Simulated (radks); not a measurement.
The numbers below are computed, except where a source is named.
All-electron atom: Mo II in [Kr] 4d5 (the NIST ground configuration).

Code: a radial shooting solver on a logarithmic mesh with Libxc functionals. Model: scalar-relativistic Kohn-Sham, r2SCAN, spin-polarised, spherical densities, finite nucleus; open shells are filled with parallel spins first (spin-orbit coupling, left out, can overturn this in heavy ions); meta-GGA in the generalised Kohn-Sham scheme; Fermi nuclear charge, rms radius 4.4091 fm; hard spherical wall at 8 bohr.

Energy parts (eV):
| part | energy |
|---|---|
| total | -110181.261 |
| kinetic | 113608.290 |
| electron-nucleus | -265281.837 |
| Hartree | 44866.971 |
| exchange-correlation | -3374.684 |

Orbitals (lengths in bohr, moments of r in powers of bohr; r(90%) holds 90 % of the orbital's charge):
1s up: occ. 1; eigenvalue (eV) -19871.73; <r> 0.03517; <r^2> 0.001670; r(90%) 0.0630; <1/r> 43.54
1s down: occ. 1; eigenvalue (eV) -19871.77; <r> 0.03517; <r^2> 0.001670; r(90%) 0.0630; <1/r> 43.54
2s up: occ. 1; eigenvalue (eV) -2824.037; <r> 0.1536; <r^2> 0.02783; r(90%) 0.237; <1/r> 9.820
2s down: occ. 1; eigenvalue (eV) -2823.309; <r> 0.1536; <r^2> 0.02782; r(90%) 0.237; <1/r> 9.821
2p up: occ. 3; eigenvalue (eV) -2522.622; <r> 0.1340; <r^2> 0.02193; r(90%) 0.218; <1/r> 9.532
2p down: occ. 3; eigenvalue (eV) -2522.104; <r> 0.1339; <r^2> 0.02193; r(90%) 0.218; <1/r> 9.533
3s up: occ. 1; eigenvalue (eV) -490.9249; <r> 0.4278; <r^2> 0.2096; r(90%) 0.632; <1/r> 3.377
3s down: occ. 1; eigenvalue (eV) -490.7070; <r> 0.4279; <r^2> 0.2097; r(90%) 0.632; <1/r> 3.375
3p up: occ. 3; eigenvalue (eV) -391.2409; <r> 0.4299; <r^2> 0.2151; r(90%) 0.649; <1/r> 3.206
3p down: occ. 3; eigenvalue (eV) -390.9520; <r> 0.4300; <r^2> 0.2151; r(90%) 0.649; <1/r> 3.204
3d up: occ. 5; eigenvalue (eV) -229.6406; <r> 0.4153; <r^2> 0.2075; r(90%) 0.663; <1/r> 2.967
3d down: occ. 5; eigenvalue (eV) -229.0655; <r> 0.4153; <r^2> 0.2073; r(90%) 0.663; <1/r> 2.966
4s up: occ. 1; eigenvalue (eV) -73.7676; <r> 1.119; <r^2> 1.420; r(90%) 1.63; <1/r> 1.211
4s down: occ. 1; eigenvalue (eV) -70.3257; <r> 1.107; <r^2> 1.390; r(90%) 1.61; <1/r> 1.229
4p up: occ. 3; eigenvalue (eV) -47.4749; <r> 1.250; <r^2> 1.792; r(90%) 1.86; <1/r> 1.070
4p down: occ. 3; eigenvalue (eV) -43.5165; <r> 1.232; <r^2> 1.740; r(90%) 1.83; <1/r> 1.090
4d up: occ. 5; eigenvalue (eV) -11.5712; <r> 1.844; <r^2> 4.116; r(90%) 2.96; <1/r> 0.7251
4d down: occ. 0; eigenvalue (eV) -6.6557; <r> 1.898; <r^2> 4.509; r(90%) 3.17; <1/r> 0.7259
4f up: occ. 0; eigenvalue (eV) 2.9180; <r> 4.842; <r^2> 24.94; r(90%) 6.41; <1/r> 0.2245
5s up: occ. 0; eigenvalue (eV) -10.0793; <r> 3.124; <r^2> 10.97; r(90%) 4.56; <1/r> 0.4108
5p up: occ. 0; eigenvalue (eV) -5.5265; <r> 3.775; <r^2> 15.81; r(90%) 5.42; <1/r> 0.3314

The highest occupied level is 4d up at -11.571 eV. Summed over all electrons, <r^2> = 37.96 bohr^2, which gives a Langevin (diamagnetic) susceptibility term of -30.1 x 10^-6 cm^3/mol. The spin density at the nucleus is -4.798 e/bohr^3 (1s 0.043, 2s -1.398, 3s 1.220, 4s -4.664).
